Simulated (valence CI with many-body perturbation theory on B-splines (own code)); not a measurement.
Values are calculated unless marked as measured or tabulated.
**Energy levels of Cr11+**

Level of theory: valence CI with perturbative core correlation (CI+MBPT): three valence electrons over a frozen Dirac-Fock core [Ne], radial functions for each j: 11 s, 11 p, 10 d, 8 f, 5 g, 2 h, with the one-electron correlation potential Σ1, the two-electron term Σ2, the three-electron term Σ3, Breit, model QED; selected CI, second order for the rest, scaled by the run's own slope (own B-spline code, finite nucleus).

No measured levels were compared; by estimate levels of excited configurations hold to 0.05 to 0.15 % of their energy, terms of the ground configuration to about 0.5 %.

Levels 91 to 135 of 156, with energies above the lowest level, 3s2 3p 2P°_1/2. "Leading %" is the weight of the configuration and term that name the level; weights of strongly mixed levels are sums over their largest components and can fall short. In the jj column 3d3/2^4 stands for four electrons in 3d with j = 3/2.

```
No.  Configuration  Term     J  E (cm⁻¹)  Leading %                Leading jj      g   Second component
 91         3s2 4p   2P°   3/2   1191700         94         3s^2 4p3/2 (94 %)  1.334                   
 92         3p 3d2   2F°   5/2   1200800         78      3p1/2 3d3/2^2 (34 %)  0.919    12 % 3p 3d2 2D°
 93         3p 3d2   2F°   7/2   1207200         96  3p3/2 3d3/2 3d5/2 (34 %)  1.145                   
 94         3p 3d2   2D°   3/2   1207700         91  3p1/2 3d3/2 3d5/2 (48 %)  0.815                   
 95         3p 3d2   2D°   5/2   1211000         73      3p3/2 3d5/2^2 (49 %)  1.146    10 % 3p 3d2 2F°
 96         3p 3d2   4D°   1/2   1220400         97  3p1/2 3d3/2 3d5/2 (37 %)  0.059                   
 97         3p 3d2   4D°   3/2   1222600         91  3p1/2 3d3/2 3d5/2 (42 %)  1.177                   
 98         3p 3d2   2S°   1/2   1223000         84  3p1/2 3d3/2 3d5/2 (39 %)  2.046    13 % 3p 3d2 4P°
 99         3p 3d2   4D°   5/2   1225200         79  3p3/2 3d3/2 3d5/2 (45 %)  1.321    11 % 3p 3d2 4F°
100         3p 3d2   4D°   7/2   1226800         65      3p3/2 3d5/2^2 (35 %)  1.353    30 % 3p 3d2 4F°
101         3p 3d2   4F°   3/2   1227900         96      3p1/2 3d3/2^2 (35 %)  0.424                   
102         3p 3d2   4F°   5/2   1229200         86  3p1/2 3d3/2 3d5/2 (32 %)  1.075    12 % 3p 3d2 4D°
103         3p 3d2   4F°   9/2   1229600         49  3p1/2 3d3/2 3d5/2 (44 %)  1.211    46 % 3p 3d2 2G°
104         3p 3d2   4F°   7/2   1230900         45  3p3/2 3d3/2 3d5/2 (65 %)  1.215    24 % 3p 3d2 4D°
105         3p 3d2   2G°   7/2   1233300         73  3p3/2 3d3/2 3d5/2 (56 %)  0.985    22 % 3p 3d2 4F°
106         3p 3d2   4F°   9/2   1234500         50      3p3/2 3d5/2^2 (68 %)  1.205    41 % 3p 3d2 2G°
107         3p 3d2   4P°   3/2   1239200         96  3p1/2 3d3/2 3d5/2 (23 %)  1.723                   
108         3p 3d2   4P°   1/2   1239600         85  3p3/2 3d3/2 3d5/2 (53 %)  2.560    14 % 3p 3d2 2S°
109         3p 3d2   4P°   5/2   1243500         96  3p3/2 3d3/2 3d5/2 (61 %)  1.591                   
110         3p 3d2   2H°   9/2   1247400         86  3p3/2 3d3/2 3d5/2 (33 %)  0.936    13 % 3p 3d2 2G°
111         3p 3d2   2H°  11/2   1254800         99  3p3/2 3d3/2 3d5/2 (78 %)  1.090                   
112         3p 3d2   4D°   7/2   1258700         98      3p3/2 3d5/2^2 (33 %)  1.425                   
113         3p 3d2   4D°   5/2   1259000         97  3p3/2 3d3/2 3d5/2 (56 %)  1.368                   
114         3p 3d2   4D°   3/2   1259200         97  3p3/2 3d3/2 3d5/2 (42 %)  1.197                   
115         3p 3d2   4D°   1/2   1259500         98      3p3/2 3d3/2^2 (63 %)  0.007                   
116         3p 3d2   2P°   3/2   1269400         96      3p1/2 3d5/2^2 (30 %)  1.323                   
117         3p 3d2   2P°   1/2   1273800         97      3p3/2 3d5/2^2 (57 %)  0.658                   
118         3p 3d2   4S°   3/2   1287600         97  3p3/2 3d3/2 3d5/2 (43 %)  1.997                   
119         3p 3d2   2F°   5/2   1291100         96  3p3/2 3d3/2 3d5/2 (39 %)  0.866                   
120         3p 3d2   2F°   7/2   1292200         98  3p3/2 3d3/2 3d5/2 (41 %)  1.142                   
121       3s 3p 4s   4P°   1/2   1292500         98        3s 3p1/2 4s (91 %)  2.651                   
122       3s 3p 4s   4P°   3/2   1296300         96        3s 3p1/2 4s (65 %)  1.726                   
123       3s 3p 4s   4P°   5/2   1304200         98        3s 3p3/2 4s (98 %)  1.601                   
124         3p 3d2   2D°   3/2   1305700         93  3p3/2 3d3/2 3d5/2 (38 %)  0.823                   
125         3p 3d2   2P°   1/2   1307200         59        3s 3p1/2 4s (31 %)  0.676  38 % 3s 3p 4s 2P°
126         3p 3d2   2D°   5/2   1309200         94      3p3/2 3d5/2^2 (46 %)  1.190                   
127         3p 3d2   2P°   3/2   1315800         58      3p3/2 3d5/2^2 (43 %)  1.323  36 % 3s 3p 4s 2P°
128         3s2 4d    2D   3/2   1318900         94         3s^2 4d3/2 (94 %)  0.799                   
129         3s2 4d    2D   5/2   1319600         94         3s^2 4d5/2 (94 %)  1.200                   
130       3s 3p 4s   2P°   1/2   1322200         57        3s 3p1/2 4s (43 %)  0.671    39 % 3p 3d2 2P°
131         3p 3d2   2F°   7/2   1323900         81  3p1/2 3d3/2 3d5/2 (51 %)  1.101    13 % 3p 3d2 2G°
132         3p 3d2   2F°   5/2   1328000         97  3p3/2 3d3/2 3d5/2 (68 %)  0.858                   
133       3s 3p 4s   2P°   3/2   1329900         57        3s 3p3/2 4s (53 %)  1.335    37 % 3p 3d2 2P°
134         3p 3d2   2G°   9/2   1331000         98  3p3/2 3d3/2 3d5/2 (59 %)  1.111                   
135         3p 3d2   2G°   7/2   1333300         82  3p3/2 3d3/2 3d5/2 (45 %)  0.930    14 % 3p 3d2 2F°
```

Names give the largest LS component (configuration and term), which can be under half, so a name can repeat, a term be missing and a line seem to break the LS rules; names also repeat where a configuration has a term twice.

Where two levels of one J and parity lie close, their mixing, g and order are uncertain.
